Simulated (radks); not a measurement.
Results of a calculation; reference values are marked as such.
Question: The table gives one normalised radial function P(r) = r R(r) of Ru4+ in [Kr] 4d4 (r in bohr). Level of theory: scalar-relativistic Kohn-Sham, B86b exchange with PBE correlation, spin-polarised, spherical densities, finite nucleus; open shells are filled with parallel spins first (spin-orbit coupling, left out, can overturn this in heavy ions); Fermi nuclear charge, rms radius 4.4809 fm (a radial shooting solver on a logarithmic mesh with Libxc functionals).

r          P
0.002624  0.0000
0.003472  0.0001
0.004593  0.0002
0.006078  0.0005
0.008042  0.0011
0.01056   0.0023
0.01397   0.0050
0.01848   0.0107
0.02445   0.0225
0.03235   0.0463
0.04246   0.0905
0.05618   0.1734
0.07434   0.3154
0.09836   0.5376
0.1291    0.8344
0.1708    1.1886
0.226     1.4995
0.2991    1.6347
0.3957    1.4959
0.5194    1.1246
0.6872    0.6558
0.9093    0.2833
1.203     0.0836
1.592     0.0152
2.089     0.0016
2.765     0.0001
3.658     0.0000
4.84      0.0000
6.404     0.0000

Which n and l does it have? It may be an empty orbital.

Answer: n = 3, l = 2: the number of nodes gives n - l - 1 = 0, the rise at small r (about r^(l+1), flatter next to the nucleus through relativity) gives l, and the extent must fit the shell. The curve is that of 3d up; the table hardly tells the two spins apart. 3d up: eigenvalue -325.88 eV, 0 radial nodes, <r> = 0.384 bohr, 90 % of the charge inside 0.611 bohr.
